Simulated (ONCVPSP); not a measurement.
**Pt (Z = 78): excitation energies, all-electron against ONCV**

| Property | Result |
| --- | --- |
| Element | Pt (Z = 78) |
| Generator | ONCVPSP 4.0.1 |
| Type | optimised norm-conserving Vanderbilt (ONCV) |
| Functional | PBE |
| Relativity | scalar-relativistic |
| Frozen core | [Kr] 4d10 4f14 |
| Valence charge | 18 |
| Reference configuration | 5s2 5p6 5d9 (charge +1) |
| Partial waves | 5s: rc 1.05 bohr, ncon 3, nbas 8, qcut 6.8 1/bohr, 2 projectors, debl 0.5 Ha; 5p: rc 1.05 bohr, ncon 3, nbas 7, qcut 7.7 1/bohr, 2 projectors, debl 3.6 Ha; 5d: rc 1.05 bohr, ncon 4, nbas 8, qcut 10.4 1/bohr, local |
| Local potential | the d channel |
| Core correction | Teter function fitted to the true core (icmod 2), fcfact 0.5 |

In the s channel the program set the typed energies aside and used -4.044, 0.250 Ha.

Energies are relative to the spin-unpolarised reference configuration 5s2 5p6 5d9; without spin polarisation the order of configurations can differ from experiment.

```tsv
valence configuration	charge	ΔE all-electron (eV)	error AE − PS (meV)
5s2 5p6 5d8	+2	19.966	+1.1
5s2 5p6 5d7	+3	52.183	+1.9
5s2 5p6 5d8 6s1	+1	1.973	+3.9
```

(1) What are ΔE and the potential's error for 5s2 5p6 5d9 6s1?

Results:

(1) ΔE = -9.194 eV all-electron; the error (AE − PS) is +3.0 meV.
